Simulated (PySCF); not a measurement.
How methods differ on the excitation energy of Ir

Ir [Xe] 4f14 5d7 6s2 (4F) → Ir [Xe] 4f14 5d7 6s1 7s1 (6F), as a difference of total energies. Calculation: PySCF 2.14, in aug-cc-pVDZ-PP with ECP60MDF; scalar relativity through the core potential. Correlated levels: valence: 5s2 5p6 frozen. The calculations carry no spin-orbit coupling.

```
           method  excitation energy (cm⁻¹)
              UHF                     37826
              LDA                     53686
              PBE                     50044
             PBE0                     48227
           r2SCAN                     49152
            B3LYP                     51583
        CAM-B3LYP                     51426
             PW91                     50421
        BHandHLYP                     49443
    MP2 (valence)                     49248
SCS-MP2 (valence)                     50989
```

The promoted electron is Rydberg-like, and one or two diffuse shells describe it only roughly, which tends to raise the upper state.
